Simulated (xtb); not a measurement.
C3H7O2 (SMILES COCC[O]), doublet, from a rough starting geometry; GFN2-xTB (xtb 6.7.1).

xtb was given this input:
```
$ xtb mol.xyz --gfn 2 --uhf 1 --opt vtight --json

# file mol.xyz
12

C      1.64328579     0.26875006    -0.00480290
O      0.77976939    -0.73656980    -0.39694985
C     -0.50958022    -0.35286112    -0.72381618
C     -1.35933952    -0.14585910     0.63347819
O     -2.59947536     0.20963896     0.25309129
H      1.57339979     1.19885137    -0.60537148
H      1.41528965     0.54704814     1.01411613
H      2.68835529    -0.14377853    -0.05360093
H     -0.96381788    -1.14556295    -1.27316981
H     -0.60178238     0.62369612    -1.29116983
H     -1.21130955    -1.06774787     1.28809976
H     -0.82837350     0.70681873     1.12831009
```

Output, abridged:

```
   ID    Z sym.   atoms
    1    6 C      1, 3, 4
    2    8 O      2, 5
    3    1 H      6-12

           -------------------------------------------------
          |                Calculation Setup                |
           -------------------------------------------------

           -------------------------------------------------
          |                 G F N 2 - x T B                 |
           -------------------------------------------------

          ...................................................
          :                      SETUP                      :
          :.................................................:
          :  # basis functions                  27          :
          :  # atomic orbitals                  27          :
          :  # shells                           17          :
          :  # electrons                        31          :
          :  max. iterations                   250          :
          :  Hamiltonian                  GFN2-xTB          :
          :  restarted?                      false          :
          :  GBSA solvation                  false          :
          :  PC potential                    false          :
          :  electronic temp.          300.0000000     K    :
          :  accuracy                    1.0000000          :
          :  -> integral cutoff          0.2500000E+02      :
          :  -> integral neglect         0.1000000E-07      :
          :  -> SCF convergence          0.1000000E-05 Eh   :
          :  -> wf. convergence          0.1000000E-03 e    :
          :  Broyden damping             0.4000000          :
          :  net charge                          0          :
          :  unpaired electrons                  1          :
          ...................................................

 iter      E             dE          RMSdq      gap      omega  full diag
   1    -18.0771428 -0.180771E+02  0.447E+00   11.27       0.0  T
   2    -18.1272689 -0.501261E-01  0.276E+00    9.84       1.0  T
   3    -18.1438442 -0.165753E-01  0.162E+00   10.82       1.0  T
   4    -18.1498503 -0.600613E-02  0.351E-01   10.63       1.0  T
   5    -18.1498762 -0.258611E-04  0.174E-01   10.66       1.0  T
   6    -18.1499291 -0.529253E-04  0.623E-02   10.65       1.0  T
   7    -18.1499327 -0.360454E-05  0.128E-02   10.65       2.3  T
   8    -18.1499328 -0.693290E-07  0.578E-03   10.65       5.0  T
   9    -18.1499328 -0.542561E-07  0.173E-03   10.65      16.7  T
  10    -18.1499328 -0.162243E-08  0.379E-04   10.65      76.2  T
  11    -18.1499328 -0.378492E-09  0.124E-04   10.65     232.6  T

   *** convergence criteria satisfied after 11 iterations ***

         :::::::::::::::::::::::::::::::::::::::::::::::::::::
         ::                     SUMMARY                     ::
         :::::::::::::::::::::::::::::::::::::::::::::::::::::
         :: total energy             -18.009265703796 Eh    ::
         :: gradient norm              0.074827978320 Eh/a0 ::
         :: HOMO-LUMO gap             10.649570449438 eV    ::
         ::.................................................::
         :: SCC energy               -18.149929427183 Eh    ::
         :: -> isotropic ES            0.042742931859 Eh    ::
         :: -> anisotropic ES          0.003183642170 Eh    ::
         :: -> anisotropic XC          0.001601799266 Eh    ::
         :: -> dispersion             -0.005252127862 Eh    ::
         :: repulsion energy           0.140663723387 Eh    ::
         :: add. restraining           0.000000000000 Eh    ::
         :: total charge               0.000000000000 e     ::
         :::::::::::::::::::::::::::::::::::::::::::::::::::::

      -----------------------------------------------------------
     |                   =====================                   |
     |                        A N C O P T                        |
     |                   =====================                   |
     |               Approximate Normal Coordinate               |
     |                Rational Function Optimizer                |
      -----------------------------------------------------------
      -----------------------------------------------------------
     |                   =====================                   |
     |                        A N C O P T                        |
     |                   =====================                   |
     |               Approximate Normal Coordinate               |
     |                Rational Function Optimizer                |
      -----------------------------------------------------------

          ...................................................
          :                      SETUP                      :
          :.................................................:
          :   optimization level         verytight          :
          :   max. optcycles                   240          :
          :   ANC micro-cycles                  20          :
          :   degrees of freedom                30          :
          :.................................................:
          :   RF solver                   davidson          :
          :   write xtbopt.log                true          :
          :   linear?                        false          :
          :   energy convergence         0.1000000E-06 Eh   :
          :   grad. convergence          0.2000000E-03 Eh/α :
          :   maxmium RF displ.          1.0000000          :
          :   Hlow (freq-cutoff)         0.1000000E-01      :
          :   Hmax (freq-cutoff)         5.0000000          :
          :   S6 in model hess.         20.0000000          :
          ...................................................

generating ANC from exact Hessian ...
Using Lindh-Hessian (1995)
 Shifting diagonal of input Hessian by    6.0653493789547316E-003
 Lowest  eigenvalues of input Hessian
    0.000000    0.000000    0.000000    0.000000    0.000000    0.000000
[...]
 * total energy  :   -18.0164078 Eh     change       -0.5035942E-04 Eh
 * total energy  :   -18.0164271 Eh     change       -0.1934134E-04 Eh
 * total energy  :   -18.0164435 Eh     change       -0.1639777E-04 Eh
 * total energy  :   -18.0164675 Eh     change       -0.2398029E-04 Eh
 * total energy  :   -18.0164778 Eh     change       -0.1031501E-04 Eh
 * total energy  :   -18.0164844 Eh     change       -0.6552029E-05 Eh
 * total energy  :   -18.0164869 Eh     change       -0.2548961E-05 Eh
 * total energy  :   -18.0164878 Eh     change       -0.9093422E-06 Eh
 * total energy  :   -18.0164883 Eh     change       -0.4981258E-06 Eh
 * total energy  :   -18.0164888 Eh     change       -0.4545766E-06 Eh
 * total energy  :   -18.0164890 Eh     change       -0.1554253E-06 Eh
 * total energy  :   -18.0164890 Eh     change       -0.2330726E-07 Eh
   *** GEOMETRY OPTIMIZATION CONVERGED AFTER 16 ITERATIONS ***
         :: total energy             -18.016488974610 Eh    ::
[...]
         ::.................................................::
         :: SCC energy               -18.169837015531 Eh    ::
         :: -> isotropic ES            0.043026427328 Eh    ::
         :: -> anisotropic ES          0.002798357810 Eh    ::
         :: -> anisotropic XC          0.000444500022 Eh    ::
         :: -> dispersion             -0.005234563130 Eh    ::
         :: repulsion energy           0.153348040921 Eh    ::
         :: add. restraining           0.000000000000 Eh    ::
         :: total charge               0.000000000000 e     ::
         :::::::::::::::::::::::::::::::::::::::::::::::::::::

           -------------------------------------------------
          |                Property Printout                |
           -------------------------------------------------

    * Orbital Energies and Occupations

         #    Occupation            Energy/Eh            Energy/eV
      -------------------------------------------------------------
         1        2.0000           -0.7443047             -20.2536
       ...           ...                  ...                  ...
         4        2.0000           -0.6414018             -17.4534
         5        2.0000           -0.6130979             -16.6832
         6        2.0000           -0.5854095             -15.9298
         7        2.0000           -0.5839798             -15.8909
         8        2.0000           -0.5708063             -15.5324
         9        2.0000           -0.5424346             -14.7604
        10        2.0000           -0.5198998             -14.1472
        11        2.0000           -0.5117324             -13.9249
        12        2.0000           -0.4982127             -13.5571
        13        2.0000           -0.4810423             -13.0898
        14        2.0000           -0.4536841             -12.3454
        15        1.9917           -0.3928747             -10.6907
        16        1.0083           -0.3837779             -10.4431 (HOMO)
        17                          0.0148604               0.4044 (LUMO)
        18                          0.0157611               0.4289
        19                          0.0802912               2.1848
        20                          0.1055496               2.8722
        21                          0.1235407               3.3617
        22                          0.1426442               3.8815
        23                          0.1538544               4.1866
        24                          0.1781035               4.8464
        25                          0.2172908               5.9128
        26                          0.2514797               6.8431
        27                          0.3349916               9.1156
      -------------------------------------------------------------
                  HL-Gap            0.3986383 Eh           10.8475 eV
             Fermi-level           -0.2863925 Eh           -7.7931 eV

     #   Z          covCN         q      C6AA      α(0)
     1   6 C        3.652     0.027    20.426     6.490
     2   8 O        1.703    -0.251    18.152     5.752
     3   6 C        3.692     0.084    19.363     6.297
     4   6 C        3.658     0.129    18.746     6.214
     5   8 O        0.855    -0.403    21.738     6.251
     6   1 H        0.924     0.052     2.293     2.368
     7   1 H        0.924     0.055     2.257     2.350
     8   1 H        0.925     0.079     1.989     2.206
     9   1 H        0.924     0.086     1.921     2.168
    10   1 H        0.924     0.059     2.211     2.325
    11   1 H        0.922     0.022     2.704     2.572
    12   1 H        0.921     0.061     2.191     2.315

 Mol. C6AA /au·bohr⁶  :       1056.655069
 Mol. C8AA /au·bohr⁸  :      21676.084593
 Mol. α(0) /au        :         47.306513

Wiberg/Mayer (AO) data.
largest (>0.10) Wiberg bond orders for each atom

 ---------------------------------------------------------------------------
     #   Z sym  total        # sym  WBO       # sym  WBO       # sym  WBO
 ---------------------------------------------------------------------------
     1   6 C    3.938 --     2 O    0.990     8 H    0.976     6 H    0.973
                             7 H    0.957
     2   8 O    2.229 --     3 C    1.064     1 C    0.990
     3   6 C    3.916 --     2 O    1.064    10 H    0.964     9 H    0.958
                             4 C    0.782     5 O    0.101
     4   6 C    3.965 --     5 O    1.327    11 H    0.952    12 H    0.876
                             3 C    0.782
     5   8 O    1.663 --     4 C    1.327     3 C    0.101
     6   1 H    0.997 --     1 C    0.973
     7   1 H    0.997 --     1 C    0.957
     8   1 H    0.994 --     1 C    0.976
     9   1 H    0.992 --     3 C    0.958
    10   1 H    0.996 --     3 C    0.964
    11   1 H    0.997 --     4 C    0.952
    12   1 H    0.988 --     4 C    0.876
 ---------------------------------------------------------------------------

Topologies differ in total number of bonds
Writing topology from bond orders to xtbtopo.mol

molecular dipole:
                 x           y           z       tot (Debye)
 q only:        1.588       0.130      -0.129
   full:        1.745       0.205      -0.068       4.470
molecular quadrupole (traceless):
                xx          xy          yy          xz          yz          zz
 q only:       -6.353       3.634       2.385       2.246      -0.100       3.968
  q+dip:       -9.876       4.618       3.970       2.005      -0.691       5.906
   full:       -9.267       4.594       3.353       2.085      -0.245       5.914

optimized geometry written to: xtbopt.xyz

           -------------------------------------------------
          | TOTAL ENERGY              -18.016488974610 Eh   |
          | GRADIENT NORM               0.000065462395 Eh/α |
          | HOMO-LUMO GAP              10.847500162409 eV   |
           -------------------------------------------------
```
